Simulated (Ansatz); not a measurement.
Job for Ansatz (an electronic-structure program): R-BLYP/def2-TZVPP on BBr (SMILES [B]Br).

Ansatz 0.2 input:
```yaml
crystal:
  periodic: [false, false, false]
  atoms:
    - {symbol: B, position_ang: [-0.95042726, 0.00000000, -0.00000000]}
    - {symbol: Br, position_ang: [0.95042726, -0.00000000, 0.00000000]}
basis:
  gaussian:
    orbitals: def2-TZVPP
hamiltonian:
  xc: {name: BLYP}
scf: {lower_state_search: off}
```

### Question
What total energy does the run end on?

### Answer
-2598.9557 hartree.
